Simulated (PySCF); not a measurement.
CF2, SMILES [C](F)F (connectivity only; charge and spin as stated), charge +1, multiplicity 2. Atoms are numbered in the order given.

```xyz
3

F      0.0000    -1.0748    -0.1409
C      0.0000     0.0000     0.4228
F      0.0000     1.0748    -0.1409
```
Charge +1, spin multiplicity 2.

Coordinates come from a PBE0-D3(BJ)/def2-TZVP optimisation. The isomer is the one that the SMILES or the coordinates give; other isomers of the formula were not compared.

Calculation: PBE/def2-TZVPD (PySCF).

Mulliken values depend strongly on the basis, most of all with diffuse functions as here. ESP charges are fitted to the potential on shells at 1.4 to 2.0 van der Waals radii. Atomic charges (e):

```tsv
atom	ESP fit	meta-Löwdin	Mulliken spin
F1	0.21	[?]	0.10
C2	0.59	[?]	0.80
F3	0.21	[?]	0.10
```

Problem. What belongs in the gaps? (The exact figures need the calculation; the answer reports its results.)

Solution. 
- F1, meta-Löwdin: 0.08
- C2, meta-Löwdin: 0.84
- F3, meta-Löwdin: 0.08
